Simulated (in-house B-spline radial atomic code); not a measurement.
A fraction x of an electron is moved 4f → 5f in Tm3+, starting from [Xe] 4f12 and keeping the highest spin. All numbers are computed (scalar-relativistic (X2C) B97-1, spin-polarised, spherical fractional occupations; Fermi nucleus of rms radius 5.2256 fm) with a B-spline radial code for spherical atoms, not measured.

Caution: exact exchange at fractional occupations of open shells leaves self-interaction of up to several eV.

```csv
x,E(x) - E(0) (eV),4f down level (eV),5f up level (eV)
0,0.0000,-35.656,-
0.125,3.4030,-37.221,-9.392
0.25,?,?,?
0.375,10.6740,-40.390,-10.049
0.5,14.5463,-41.977,-10.360
0.625,?,?,?
0.75,22.7740,-45.133,-10.923
0.875,27.1318,-46.702,-11.186
1,31.6528,-48.264,-11.443
```

Task: What belongs in the row x = 0.25?

Result: An energy change of 6.9601 eV; 4f down at -38.802 eV, 5f up at -9.718 eV.

Task: What belongs in the row x = 0.625?

Result: An energy change of 18.5791 eV; 4f down at -43.558 eV, 5f up at -10.649 eV.

Task: Check Janak's theorem between x = 0.375 and 0.5.

Result: The slope of the energy is 30.98 eV; the orbital levels give 30.98 eV (ε of the receiving orbital less ε of the emptying one, averaged over the two points).
